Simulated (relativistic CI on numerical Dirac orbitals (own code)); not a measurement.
Hyperfine structure of W³⁵⁺, mass number 183

Calculated at this level of theory: Dirac-Coulomb-Breit CI, KLI orbitals optimised for each configuration, model QED (radiative potential, 1s self-energy scaled to tabulated hydrogen-like ionisation energies), unscaled Slater integrals (own radial code, finite nucleus).

Configuration list (outside the closed core [Ar] 3d10): 4s²4p⁶4d³, 4s²4p⁶4d²4f, 4s²4p⁵4d⁴, 4s4p⁶4d⁴, 4s4p⁶4d³4f, 4s²4p⁶4d²5s, 4s²4p⁶4d4f5s, 4s²4p⁶4d²5p, 4s²4p⁶4d²5d, 4s²4p⁵4d³5s, 4s²4p⁶4d4f², 4s²4p⁶4f³, 4s4p⁶4d4f³, 4s²4p⁶4f²5s, 4s²4p⁶4f²5p, 4s²4p⁶4d5s², 4s²4p⁶4f5s², 4s4p⁶4d4f5s², 4s²4p⁶5s²5p. Double excitations out of closed p, d and f shells are left out; levels of such configurations are missing from the list, as are those of other unlisted configurations, and high levels can miss mixing partners. These lack a partner that the ground configuration has and come out too high: 4s²4p⁶4d²5d, 4s²4p⁵4d³5s.

Nuclear spin I = 1/2, μ = 0.11739 μN (tables of Stone and Pyykkö). The electronic factors are computed for point nuclear moments, without core polarisation or the Bohr-Weisskopf and QED corrections.

| Level | E (cm⁻¹) | A (MHz) |
| --- | --- | --- |
| 4s²4p⁶4d³ ⁴F3/2 | 0 | 6319 |
| 4s²4p⁶4d³ ⁴F5/2 | 120646 | 3620 |
| 4s²4p⁶4d³ ⁴P1/2 | 156796 | -2555 |
| 4s²4p⁶4d³ ⁴F7/2 | 272176 | 3022 |
| 4s²4p⁶4d³ ⁴F9/2 | 287193 | 3085 |
| 4s²4p⁶4d³ ²P1/2 | 308068 | -1040 |
| 4s²4p⁶4d³ ²H11/2 | 321191 | 3467 |

Levels with J = 0, under 50 % of one LS term, or S terms without an open s electron are left out. Small factors come from cancelling terms and can be off by tens of per cent or more.

At this charge energies of transitions that change n are usually good to better than 1 %, and those within a shell (Δn = 0) to a few per cent. Terms inside the open d or f shell come out 10 to 20 % too wide with unscaled integrals.

Task: Give the hyperfine levels of 4s²4p⁶4d³ ⁴F3/2 relative to its centre of gravity.

Result: With K = F(F + 1) − I(I + 1) − J(J + 1), E = AK/2: F = 1: -7899, F = 2: 4739 MHz.

LS names give the leading component of a level, which can be under half, so a name can repeat, a term be missing and a line seem to break the LS rules.
